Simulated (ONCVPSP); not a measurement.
# Pseudopotential generation for ruthenium: ONCV, PBE, scalar-relativistic.

ruthenium (Ru), optimised norm-conserving Vanderbilt (ONCV), made with ONCVPSP 4.0.1 (PBE, scalar-relativistic). Core [Kr], reference 4d7.5 5s0.5. Waves: 5s: rc 2.80 bohr, ncon 4, nbas 7, qcut 2.4 1/bohr, 3 projectors, debl 1.6 Ha; p scattering state at 0.19 Ha: rc 2.95 bohr, ncon 4, nbas 8, qcut 2.2 1/bohr, 2 projectors, debl 3.4 Ha; 4d: rc 1.60 bohr, ncon 5, nbas 10, qcut 6.9 1/bohr, 1 projector. Local part: polynomial inside 1.15 bohr (lpopt 5, dvloc0 -1 Ha). Core correction: none.

In the p channel the program set the typed energies aside and used 0.050, 3.450 Ha.

All-electron outer shells of the reference configuration (PBE, scalar-relativistic, ld1.x):

| shell | level (eV) | outermost node (bohr) | outermost maximum (bohr) |
| --- | --- | --- | --- |
| 4p | -45.01 | 0.49 | 0.98 |
| 4d | -4.12 | 0.48 | 1.23 |
| 5s | -3.80 | 1.24 | 2.80 |

Problem. Does the generator finish with these settings?

Solution. Yes, a potential is produced and its reference levels are reproduced.

Problem. Estimate the cutoffs (Ha) at which the residual kinetic energy of the hardest occupied pseudo-wave falls to 1 and 0.1 mHa per electron.

Solution. 22 Ha and 54 Ha.

Problem. What does a ghost test show?

Solution. Ghosts flagged at negative energy: s at -66.1 eV (a further GHOST(-) flag falls on a real empty level of the atom); no localised positive-energy state flagged. A true bound ghost makes a file unfit for plane-wave use.

Problem. Which valence shell sets the plane-wave cutoff?

Solution. 4d: 22 Ha for 1 mHa per electron, against 3 Ha for 5s.

Problem. Tests: 4d7 5s1; 4d7 5s0; 4d6 5s0; 4d7 5s0.5. Which has the largest error in its energy relative to the reference configuration, and how large is it?

Solution. 4d6 5s0, with +18 meV (all-electron minus pseudo) on +25.80 eV.
